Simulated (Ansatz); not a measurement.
Computed with Ansatz on PBE0-D4/def2-TZVP structures; ΔE is electronic, products minus reactants. CBS: MP2 limit from def2 TZ/QZ plus the TZ coupled-cluster correction, frozen cores. This one scheme is used for every species. Functionals use def2-TZVPP. B3LYP here is the variant with VWN-RPA as its local correlation; programs differ in this. HSE06 is defined as in plane-wave codes. Elements past krypton have def2 core potentials. For In, Se outer-core shells are correlated without core-valence functions, which leaves a few kJ/mol of doubt a bond. Scalar relativity is left out up to krypton. Each species was taken in one conformer, which may not be the lowest.

`C[Se][InH][Cl]` + `C=N` → `C[Se]C=N` + `[Cl][InH2]`  (formal exchange of groups at the Se–In bond)

| level | ΔE (kJ/mol) | difference from CCSD(T)/CBS |
| --- | --- | --- |
| PBE-D4 | 116.1 | -21.2 |
| revPBE-D4 | 112.1 | -25.2 |
| B97M-V | 113.5 | -23.8 |
| B3LYP-D4 | 125.7 | -11.6 |
| HSE06-D4 | 124.2 | -13.1 |
| BHLYP-D4 | 136.5 | -0.8 |
| ωB97X-V | 124.0 | -13.3 |
| B2PLYP | 127.4 | -9.9 |
| BLYP | 117.6 | -19.7 |
| B3LYP | 123.3 | -14.0 |
| BHLYP | 131.2 | -6.1 |
| HF/def2-SVP | 143.7 | 6.4 |
| CCSD/def2-SVP | 139.2 | 1.9 |
| HF/def2-TZVPP | 140.9 | 3.6 |
| SCS-MP2/def2-TZVPP | 130.2 | -7.1 |
| SCS-MP2/def2-QZVPP | 134.2 | -3.1 |
| CCSD(T)/CBS | 137.3 | 0 |

Largest T1 diagnostic among the species: 0.014.

From PBE to PBE0 (25 % exact exchange), in def2-TZVPP and without D4, ΔE moves by +7.7 kJ/mol. In def2-TZVPP, CCSD(T) changes the Hartree–Fock value by −11.8 kJ/mol (the triples alone add −1.6 kJ/mol) and MP2 by −9.5 kJ/mol. Leaving LDA and LC-ωPBE aside and taking each functional with its dispersion term where it has one, the values spread over 24.4 kJ/mol, from revPBE-D4 to BHLYP-D4. LDA lies −8.4 kJ/mol from PBE without D4.
